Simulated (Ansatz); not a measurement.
Ansatz (a first-principles code) input (CCSD(T)/aug-cc-pV(Q+d)Z):
A basis named .json is the Basis Set Exchange file of that set.

Ansatz 0.2 input:
```yaml
crystal:
  periodic: [false, false, false]
  atoms:
    - {symbol: Si, position_ang: [-0.00000000, -0.00000000, -1.12900654]}
    - {symbol: Si, position_ang: [0.00000000, 0.00000000, 0.95341659]}
    - {symbol: H, position_ang: [0.00000000, 0.00000000, 2.45825928]}
basis:
  gaussian:
    orbitals: aug-cc-pV_Q+d_Z.json
total_charge: -1
magnetization: {spin_polarized: false}
correlation: {method: ccsd_t, electrons: outside_noble_gas}
```

Output:

```
Functional definition: HF
integrals: 1.16 GiB planned
1401 factors; integrals over basis functions are off by at most 1.3e-3 eV
mean field: 0.80 GiB planned
mean field evaluation 1: about -15737.9553 eV, gradient 9.9e0 eV
mean field evaluation 2: about -15737.9560 eV, gradient 9.9e0 eV
mean field evaluation 4: about -15738.6427 eV, gradient 2.4e0 eV
mean field evaluation 8: about -15738.6859 eV, gradient 2.1e-3 eV
mean field evaluation 16: about -15738.6798 eV, gradient 8.0e-1 eV
mean field evaluation 32: about -15729.6138 eV, gradient 3.7e0 eV
mean field -15738.68591273 eV, -578.3860392282 hartree, gradient 3.1e-6 eV, S^2 0.000000; 2 other end points of the search recorded, 0 dependent functions left out; unrestricted orbitals would lower it
10 core orbitals not correlated
reference -15738.68591273 eV, -578.3860392282 hartree; 5, 5 occupied and 209, 209 virtual orbitals, 1401 factors
second order -7.16135514 eV of doubles, -0.00000000 eV of singles
coupled cluster: 1.72 GiB planned
cycle   1  -7.16826862 eV  change   -6.9e-3 eV  update   1.1e-1
cycle   2  -7.46582168 eV  change   -3.0e-1 eV  update   3.8e-2
cycle   3  -7.54708289 eV  change   -8.1e-2 eV  update   2.0e-2
cycle   4  -7.54419260 eV  change    2.9e-3 eV  update   5.4e-3
cycle   5  -7.54473951 eV  change   -5.5e-4 eV  update   2.5e-3
cycle   6  -7.54492139 eV  change   -1.8e-4 eV  update   8.7e-4
cycle   7  -7.54478781 eV  change    1.3e-4 eV  update   3.7e-4
cycle   8  -7.54492548 eV  change   -1.4e-4 eV  update   1.7e-4
cycle   9  -7.54496859 eV  change   -4.3e-5 eV  update   5.9e-5
cycle  10  -7.54493756 eV  change    3.1e-5 eV  update   2.3e-5
cycle  11  -7.54493287 eV  change    4.7e-6 eV  update   8.8e-6
perturbative correction -0.62825369 eV, -0.0230878974 hartree
Total energy: -15746.85909929 eV, -578.6863982945 hartree
```

It need not be the lowest isomer of its formula. Whether it binds its extra electron was not tested at this geometry.
